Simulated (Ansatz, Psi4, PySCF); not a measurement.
O, charge -1, doublet. Base run: MP2/def2-SVPD (PySCF).

Here is a job for PySCF.
```python
from pyscf import gto, scf, mp

mol = gto.Mole()
mol.atom = '''
    O     0.00000000    0.00000000    0.00000000
'''
mol.basis = 'def2-svpd'
mol.charge = -1
mol.spin = 1
mol.verbose = 4
mol.build()

mf = scf.UHF(mol)
mf.kernel()

pt = mp.MP2(mf)
pt.kernel()
print('E(MP2) = %.10f' % pt.e_tot)
```

The same geometry, method and basis name were run in Ansatz (a quantum-chemistry and plane-wave program) and Psi4 and PySCF, at each program's defaults and at the settings that a row names. The base is PySCF at its defaults. Differences at the defaults can come from grids, fitting, cores and function types together.

```json
[
 {"code and settings": "PySCF, defaults (exact integrals, spherical functions, all electrons correlated)", "ΔE vs base (µEh)": "0.0", "basis functions": "23", "E (Eh)": "-74.88159", "SCF cycles": "10"},
 {"code and settings": "Psi4, defaults (density fitting with its default set, spherical functions, all electrons correlated)", "ΔE vs base (µEh)": "156", "basis functions": "23", "E (Eh)": "-74.88143", "SCF cycles": "16"},
 {"code and settings": "Ansatz, defaults (factorised integrals, spherical functions, frozen core)", "ΔE vs base (µEh)": "2047", "basis functions": "23", "E (Eh)": "-74.87954", "SCF cycles": "-"},
 {"code and settings": "PySCF, frozen core", "ΔE vs base (µEh)": "2046", "basis functions": "23", "E (Eh)": "-74.87954", "SCF cycles": "10"},
 {"code and settings": "Psi4, exact integrals, spherical functions, frozen core", "ΔE vs base (µEh)": "2046", "basis functions": "23", "E (Eh)": "-74.87954", "SCF cycles": "16"},
 {"code and settings": "Ansatz, high accuracy, frozen core", "ΔE vs base (µEh)": "2046", "basis functions": "23", "E (Eh)": "-74.87954", "SCF cycles": "-"}
]
```

Open shells are given as the SCF converged; they aren't shown to be the lowest states, and a large step between rows can be another state.
